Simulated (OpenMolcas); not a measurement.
# Ir3+: moving or changing the point charges

Ir3+ among 6 point charges of -1.7 e arranged as a trigonal prism (D3h), 1.93 Å from the ion, with a polar angle of 57.4° against the regular 49.1°.
```
   1.6268    0.0000    1.0385  -1.70
  -0.8134    1.4088    1.0385  -1.70
  -0.8134   -1.4088    1.0385  -1.70
   1.6268    0.0000   -1.0385  -1.70
  -0.8134    1.4088   -1.0385  -1.70
  -0.8134   -1.4088   -1.0385  -1.70
```

| Item | Value |
| --- | --- |
| Program | OpenMolcas 26.06 |
| Method | CASSCF |
| Basis | ANO-RCC-VDZP [7s6p4d2f] |
| Scalar Hamiltonian | DKH2, point nucleus |
| Active space | 6 electrons in 5 orbitals (5d) |
| State averaging | 2S+1 = 5 even, 5 roots; 2S+1 = 3 even, 45 roots; 2S+1 = 1 even, 50 roots |
| Spin-orbit coupling | state interaction with AMFI integrals over the reference wave functions |

Runs around this geometry, states (labels of D3, the rotations of D3h). Energies in cm-1 above the lowest state or level, χT in cm3 K/mol.

```
R (Å)  q (e)  Polar angle / regular  Ground state  First state of that spin  First gap with spin-orbit (degeneracies)  χT at 300 K  First state of another spin
 1.93   -1.7                   1.08           5A1                  5E 527.5                               1336 (2, 2)        4.540                    3A2 12336
 1.93  -0.85                   1.17           5A1                   5E 3702                              276.9 (1, 2)        4.263                    3A2 17797
 1.93   -1.7                   1.17           5A1                   5E 6458                              409.4 (1, 2)        3.379                    3A2 16463
 2.12   -1.7                   1.17           5A1                   5E 4959                              353.3 (1, 2)        3.832                    3A2 17600
```

Taking the first state of the same spin as R^-n, n = -ln(4959 / 6458) / ln(2.12 / 1.93) = 2.8 between the shortest and longest distance.

Scaling the charges by -0.85 / -1.7 = 0.50 scales the first state of the same spin by 3702 / 6458 = 0.57; with fixed orbitals a first-order splitting would follow the charge.

Without dynamic correlation the repulsion within the d shell is too large (B by tens of per cent), so at a given field states of lower spin stand too high. Point charges give a weaker field than real ligands, and real ions of this kind are as a rule low spin; the high spin found here belongs to the model. This shell can be high or low spin here, a state of another spin lies low, and with metal d orbitals alone active their balance is uncertain, so the ground spin may be wrong (holds for R = 1.93, q = -1.7, ratio = 1.08). Spin-orbit coupling mixes the spin-free states strongly: the lowest level takes only 65 % from its leading state, 5A1 (holds for R = 1.93, q = -0.85, ratio = 1.17). The ground term spreads over less than 5000 cm-1, several times less than with real ligands, so orbital moments are less quenched and χT lies further from the spin-only value than at real sites (holds for R = 1.93, q = -0.85, ratio = 1.17). This is an electrostatic model: the charges have no orbitals. No measured value stands beside these numbers.
